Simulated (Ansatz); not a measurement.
Total energies of C2H4FGa (`C=[C](F)[GaH2]`).

```
atom    x (Å)    y (Å)    z (Å)
  C1   0.0480  -1.0853  -0.9228
  C2   0.4312  -0.4175   0.1596
  F3   1.4219  -0.9467   0.9169
 Ga4  -0.3471   1.2930   0.7378
  H5  -0.7417  -0.6830  -1.5439
  H6   0.5034  -2.0286  -1.2088
  H7   0.1733   2.0025   2.0287
  H8  -1.4890   1.8656  -0.1675
```

The species carries charge 0 and has multiplicity 1. Correlated methods include outer-core shells of Ga, which these sets cover unevenly. Scalar relativity is left out up to krypton. The structure was optimised at the PBE0-D4/def2-TZVP level. Basis def2-TZVPP, Ansatz 0.2.0.

RPA on PBE orbitals: Hartree–Fock energy of these orbitals -2100.71026 Eh, correlation -1.26711 Eh (frozen core).

```json
{"functional": "LDA (SPW92)", "energy without D4 (Eh)": "-2098.93337", "D4 term (kJ/mol)": "–"}
{"functional": "PBE", "energy without D4 (Eh)": "-2102.84286", "D4 term (kJ/mol)": "-14.0"}
{"functional": "r2SCAN", "energy without D4 (Eh)": "-2103.23609", "D4 term (kJ/mol)": "-3.2"}
{"functional": "B97M-V", "energy without D4 (Eh)": "-2102.93716", "D4 term (kJ/mol)": "–"}
{"functional": "PBE0", "energy without D4 (Eh)": "-2102.88914", "D4 term (kJ/mol)": "-11.7"}
{"functional": "B3LYP", "energy without D4 (Eh)": "-2103.39458", "D4 term (kJ/mol)": "-22.7"}
{"functional": "r2SCANh", "energy without D4 (Eh)": "-2103.21533", "D4 term (kJ/mol)": "-3.5"}
{"functional": "r2SCAN0", "energy without D4 (Eh)": "-2103.18579", "D4 term (kJ/mol)": "-3.9"}
{"functional": "HSE06 (plane-wave form)", "energy without D4 (Eh)": "-2102.87983", "D4 term (kJ/mol)": "-11.0"}
{"functional": "CAM-B3LYP", "energy without D4 (Eh)": "-2103.38943", "D4 term (kJ/mol)": "-11.9"}
{"functional": "LC-ωPBE", "energy without D4 (Eh)": "-2102.97695", "D4 term (kJ/mol)": "–"}
{"functional": "ωB97M-V", "energy without D4 (Eh)": "-2103.16791", "D4 term (kJ/mol)": "–"}
{"functional": "B2PLYP", "energy without D4 (Eh)": "-2102.84626", "D4 term (kJ/mol)": "–"}
{"functional": "PBE-QIDH", "energy without D4 (Eh)": "-2102.52525", "D4 term (kJ/mol)": "–"}
```

**Question.** Give the same for revPBE, BLYP, BHLYP, ωB97X-V. (Estimate.)

**Answer.** The calculation gave: 
| functional | energy without D4 (Eh) | D4 term (kJ/mol) |
| --- | --- | --- |
| revPBE | -2103.14122 | -42.4 |
| BLYP | -2103.36491 | -31.0 |
| BHLYP | -2103.22392 | -17.9 |
| ωB97X-V | -2103.10275 | – |

B3LYP takes the VWN-RPA correlation (the form of Gaussian; ORCA's B3LYP/G). HSE06 is the plane-wave form, built on full-range PBE exchange. The double hybrids freeze the cores in their second-order part.

LC-ωPBE has ω = 0.4 bohr⁻¹.
